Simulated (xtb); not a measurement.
xtb input for PbBr2, SMILES [Br][Pb][Br] (connectivity only; charge and spin as stated), neutral, multiplicity 1, GFN2-xTB. 

```
$ xtb mol.xyz --gfn 2 --sp --chrg 0 --uhf 0 --json
$ cat mol.xyz
3

Pb    -0.00000000    -0.00000000     0.75038105
Br     0.00000000     1.99922259    -0.87901780
Br    -0.00000000    -1.99922258    -0.87901780
```

Program output:

```
[banner left out]
          |                Calculation Setup                |
           -------------------------------------------------



           -------------------------------------------------
          |                 G F N 2 - x T B                 |
           -------------------------------------------------

        Reference                      10.1021/acs.jctc.8b01176
      * Hamiltonian:
        H0-scaling (s, p, d)           1.850000    2.230000    2.230000
        zeta-weighting                 0.500000
      * Dispersion:
        s8                             2.700000
        a1                             0.520000
        a2                             5.000000
        s9                             5.000000
      * Repulsion:
        kExp                           1.500000    1.000000
        rExp                           1.000000
      * Coulomb:
        alpha                          2.000000
        third order                    shell-resolved
        anisotropic                    true
        a3                             3.000000
        a5                             4.000000
        cn-shift                       1.200000
        cn-exp                         4.000000
        max-rad                        5.000000


          ...................................................
          :                      SETUP                      :
          :.................................................:
          :  # basis functions                  24          :
          :  # atomic orbitals                  22          :
          :  # shells                            8          :
          :  # electrons                        18          :
          :  max. iterations                   250          :
          :  Hamiltonian                  GFN2-xTB          :
          :  restarted?                      false          :
          :  GBSA solvation                  false          :
          :  PC potential                    false          :
          :  electronic temp.          300.0000000     K    :
          :  accuracy                    1.0000000          :
          :  -> integral cutoff          0.2500000E+02      :
          :  -> integral neglect         0.1000000E-07      :
          :  -> SCF convergence          0.1000000E-05 Eh   :
          :  -> wf. convergence          0.1000000E-03 e    :
          :  Broyden damping             0.4000000          :
          :  net charge                          0          :
          :  unpaired electrons                  0          :
          ...................................................

 iter      E             dE          RMSdq      gap      omega  full diag
   1    -10.5811712 -0.105812E+02  0.104E+01    3.69       0.0  T
   2    -10.6046298 -0.234587E-01  0.555E+00    2.59       1.0  T
   3    -10.6058858 -0.125595E-02  0.320E+00    2.77       1.0  T
   4    -10.6069664 -0.108061E-02  0.114E+00    2.60       1.0  T
   5    -10.6071422 -0.175801E-03  0.752E-01    2.67       1.0  T
   6    -10.6072880 -0.145755E-03  0.226E-01    2.63       1.0  T
   7    -10.6072946 -0.666725E-05  0.390E-02    2.64       1.5  T
   8    -10.6072947 -0.794582E-07  0.216E-02    2.64       2.7  T
   9    -10.6072948 -0.703134E-07  0.187E-02    2.64       3.1  T
  10    -10.6072948 -0.584685E-07  0.934E-04    2.64      61.8  T
  11    -10.6072948  0.113259E-09  0.858E-04    2.64      67.3  T

   *** convergence criteria satisfied after 11 iterations ***

         #    Occupation            Energy/Eh            Energy/eV
      -------------------------------------------------------------
         1        2.0000           -0.9166087             -24.9422
       ...           ...                  ...                  ...
         3        2.0000           -0.8236600             -22.4129
         4        2.0000           -0.4541141             -12.3571
         5        2.0000           -0.4426481             -12.0451
         6        2.0000           -0.4301615             -11.7053
         7        2.0000           -0.4140558             -11.2670
         8        2.0000           -0.4101301             -11.1602
         9        2.0000           -0.4098293             -11.1520 (HOMO)
        10                         -0.3127863              -8.5113 (LUMO)
        11                         -0.1584148              -4.3107
        12                         -0.0954163              -2.5964
        13                          0.0381893               1.0392
        14                          0.0420569               1.1444
       ...                                ...                  ...
        22                          0.2672411               7.2720
      -------------------------------------------------------------
                  HL-Gap            0.0970430 Eh            2.6407 eV
             Fermi-level           -0.3613078 Eh           -9.8317 eV

 SCC (total)                   0 d,  0 h,  0 min,  0.005 sec
 SCC setup                      ...        0 min,  0.000 sec (  2.833%)
 Dispersion                     ...        0 min,  0.000 sec (  1.217%)
 classical contributions        ...        0 min,  0.000 sec (  0.623%)
 integral evaluation            ...        0 min,  0.001 sec ( 17.415%)
 iterations                     ...        0 min,  0.003 sec ( 52.228%)
 molecular gradient             ...        0 min,  0.001 sec ( 21.761%)
 printout                       ...        0 min,  0.000 sec (  3.674%)

         :::::::::::::::::::::::::::::::::::::::::::::::::::::
         ::                     SUMMARY                     ::
         :::::::::::::::::::::::::::::::::::::::::::::::::::::
         :: total energy             -10.604999279066 Eh    ::
         :: gradient norm              0.000007146133 Eh/a0 ::
         :: HOMO-LUMO gap              2.640673596377 eV    ::
         ::.................................................::
         :: SCC energy               -10.607294781364 Eh    ::
         :: -> isotropic ES            0.048358658480 Eh    ::
         :: -> anisotropic ES          0.006010160916 Eh    ::
         :: -> anisotropic XC         -0.008271548627 Eh    ::
         :: -> dispersion             -0.002599471001 Eh    ::
         :: repulsion energy           0.002295502298 Eh    ::
         :: add. restraining           0.000000000000 Eh    ::
         :: total charge               0.000000000000 e     ::
         :::::::::::::::::::::::::::::::::::::::::::::::::::::

           -------------------------------------------------
          |                Property Printout                |
           -------------------------------------------------

    * Orbital Energies and Occupations

         #    Occupation            Energy/Eh            Energy/eV
      -------------------------------------------------------------
         1        2.0000           -0.9166087             -24.9422
         2        2.0000           -0.8323178             -22.6485
         3        2.0000           -0.8236600             -22.4129
         4        2.0000           -0.4541141             -12.3571
         5        2.0000           -0.4426481             -12.0451
         6        2.0000           -0.4301615             -11.7053
         7        2.0000           -0.4140558             -11.2670
         8        2.0000           -0.4101301             -11.1602
         9        2.0000           -0.4098293             -11.1520 (HOMO)
        10                         -0.3127863              -8.5113 (LUMO)
        11                         -0.1584148              -4.3107
        12                         -0.0954163              -2.5964
        13                          0.0381893               1.0392
Note: The following floating-point exceptions are signalling: IEEE_DENORMAL
normal termination of xtb
        14                          0.0420569               1.1444
        15                          0.0513760               1.3980
        16                          0.0515946               1.4040
        17                          0.0517263               1.4075
        18                          0.0519256               1.4130
        19                          0.0638918               1.7386
        20                          0.0797984               2.1714
       ...                                ...                  ...
        22                          0.2672411               7.2720
      -------------------------------------------------------------
                  HL-Gap            0.0970430 Eh            2.6407 eV
             Fermi-level           -0.3613078 Eh           -9.8317 eV

     #   Z          covCN         q      C6AA      α(0)
     1  82 Pb       1.757     0.688   423.104    42.927
     2  35 Br       0.879    -0.344   194.625    22.493
     3  35 Br       0.879    -0.344   194.625    22.493

 Mol. C6AA /au·bohr⁶  :       2325.623639
 Mol. C8AA /au·bohr⁸  :     228667.195606
 Mol. α(0) /au        :         87.913499


Wiberg/Mayer (AO) data.
largest (>0.10) Wiberg bond orders for each atom

 ---------------------------------------------------------------------------
     #   Z sym  total        # sym  WBO       # sym  WBO       # sym  WBO
 ---------------------------------------------------------------------------
     1  82 Pb   2.036 --     3 Br   1.018     2 Br   1.018
     2  35 Br   1.085 --     1 Pb   1.018
     3  35 Br   1.085 --     1 Pb   1.018
 ---------------------------------------------------------------------------

Topologies differ in total number of bonds
Writing topology from bond orders to xtbtopo.mol

molecular dipole:
                 x           y           z       tot (Debye)
 q only:        0.000      -0.000       2.120
   full:       -0.000      -0.000       3.149       8.004
molecular quadrupole (traceless):
                xx          xy          yy          xz          yz          zz
 q only:        5.170       0.000      -9.568       0.000       0.000       4.398
  q+dip:       10.618       0.000     -18.487       0.000      -0.000       7.869
   full:       11.379       0.000     -18.373       0.000      -0.000       6.994


           -------------------------------------------------
          | TOTAL ENERGY              -10.604999279066 Eh   |
          | GRADIENT NORM               0.000007146133 Eh/α |
          | HOMO-LUMO GAP               2.640673596377 eV   |
           -------------------------------------------------

------------------------------------------------------------------------
------------------------------------------------------------------------
 total:
 SCF:
```

The calculation finished and met its thresholds.

Cost: roughly 0.07 core-seconds.
